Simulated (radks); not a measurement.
Effect of the nuclear size on neutral zinc, [Ar] 3d10 4s2. All-electron calculation, Dirac Kohn-Sham, PBE, spin-unpolarised, spherical densities, finite nucleus; Fermi nuclear charge, rms radius 3.9283 fm. Program: a radial shooting solver on a logarithmic mesh with Libxc functionals. The rms radius is varied about that value; shifts are against it.

rms radius (fm),total energy shift (eV),density at nucleus (e/bohr^3),1s1/2 shift (meV),2s1/2 shift (meV),2p1/2 shift (meV),3s1/2 shift (meV),3p1/2 shift (meV)
3.1426,-0.0846,2.54e+04,-35.9,-3.43,0.297,-0.497,0.050
3.7751,-0.0179,2.514e+04,-7.60,-0.725,0.063,-0.105,0.011
3.9283,0,2.509e+04,0.000,0.000,0.000,0.000,0.000
4.219,0.0358,2.499e+04,15.2,1.45,-0.125,0.210,-0.021
4.659,0.0945,2.485e+04,40.2,3.83,-0.331,0.556,-0.056

Slopes of the eigenvalues against <r^2> in GHz/fm^2, as finite differences over the two radii next to the reference (eigenvalue slopes, not the field-shift constants of lines): 1s1/2 1550, 2s1/2 148, 2p1/2 -12.8, 3s1/2 21.5, 3p1/2 -2.17.
